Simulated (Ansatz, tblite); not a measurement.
Removing an electron: Li₉⁻. Total charge -1; singlet. Geometry: r2SCAN/def2-TZVPD. Ansatz, gas phase; energy differences of separate SCF runs; the oxidised species was run as a doublet alone.

```xyz
9

Li    0.941   -0.556    1.498
Li   -0.730    1.827    1.410
Li    2.680   -1.080   -1.113
Li    0.800   -0.026   -3.542
Li   -1.604    0.852   -1.493
Li    1.127    1.319   -0.825
Li   -1.128    0.122    4.003
Li   -1.935   -0.888    1.154
Li   -0.151   -1.570   -1.092
```

The xTB rows come from tblite. The structure comes from a short search, and lower isomers may exist.

| level | −HOMO (eV) | vertical IE (eV) | −LUMO (eV) | HOMO–LUMO gap (eV) | remarks |
| --- | --- | --- | --- | --- | --- |
| GFN1-xTB | 6.54 | 8.14 | 5.95 | 0.58 | – |
| PBE/def2-TZVPD | 0.09 | 1.39 | -0.54 | 0.63 | restricted SCF unstable in HF (-1 singlet) |
| PBE0/def2-TZVPD | 0.49 | 1.31 | -0.97 | 1.46 | restricted SCF unstable in HF (-1 singlet), spin-contaminated (⟨S²⟩ 0.89) (doublet) |

Run but left out: r2SCAN/def2-TZVPD (neutral doublet: ⟨S²⟩ 1.30, where a pure state has 0.75).  Raw xTB energy differences between charge states are shifted by several eV; the methods need an empirical correction for them.
